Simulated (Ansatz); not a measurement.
CH₁₀O₂Si₃ (SMILES C[SiH2]O[SiH2]O[SiH3]), singlet, at the geometry of the source list; Ansatz (an electronic-structure program) with R2SCAN/6-31G**.

Here is a job for Ansatz.
Ansatz 0.2 input:
```yaml
crystal:
  periodic: [false, false, false]
  atoms:
    - {symbol: Si, position_ang: [3.51910000, 0.03300000, 0.35140000]}
    - {symbol: O, position_ang: [2.03030000, 0.04530000, -0.27700000]}
    - {symbol: Si, position_ang: [0.69200000, 0.15550000, -1.16860000]}
    - {symbol: O, position_ang: [-0.51400000, -0.51310000, -0.33820000]}
    - {symbol: Si, position_ang: [-1.94480000, -0.91870000, 0.31220000]}
    - {symbol: C, position_ang: [-2.98780000, 0.64670000, 0.55460000]}
    - {symbol: H, position_ang: [4.01620000, 1.40820000, 0.30930000]}
    - {symbol: H, position_ang: [3.38120000, -0.46230000, 1.71810000]}
    - {symbol: H, position_ang: [4.33810000, -0.85010000, -0.47840000]}
    - {symbol: H, position_ang: [0.88010000, -0.63520000, -2.37750000]}
    - {symbol: H, position_ang: [0.40990000, 1.57320000, -1.35800000]}
    - {symbol: H, position_ang: [-2.57640000, -1.83240000, -0.64290000]}
    - {symbol: H, position_ang: [-1.63180000, -1.57220000, 1.58300000]}
    - {symbol: H, position_ang: [-2.56120000, 1.29530000, 1.31550000]}
    - {symbol: H, position_ang: [-4.00020000, 0.40470000, 0.86200000]}
    - {symbol: H, position_ang: [-3.05070000, 1.22190000, -0.36540000]}
basis:
  gaussian:
    orbitals: 6-31G__.json
hamiltonian:
  xc: r2scan
```
The basis file holds 6-31G** in the JSON format of the Basis Set Exchange.

Problem. Predict the main parts of the log of this Ansatz run.

Solution. 
```
Functional definition: r2SCAN
1603 factors; their error is unknown
mean field evaluation 1: about -28912.5195 eV, gradient 8.3e1 eV
mean field evaluation 2: about -28882.6391 eV, gradient 1.5e2 eV
mean field evaluation 4: about -28925.0040 eV, gradient 8.1e0 eV
mean field evaluation 8: about -28925.1576 eV, gradient 1.8e-1 eV
mean field evaluation 16: about -28925.0243 eV, gradient 1.5e-4 eV
mean field -28925.02431651 eV, -1062.9750375461 hartree, gradient 2.5e-5 eV, S^2 0.000000; 0 other end points of the search recorded, 0 dependent functions left out
reference -28925.02433056 eV, -1062.9750380623 hartree; 37, 37 occupied and 115, 115 virtual orbitals, 1603 factors
Total energy: -28925.02433056 eV, -1062.9750380623 hartree
```
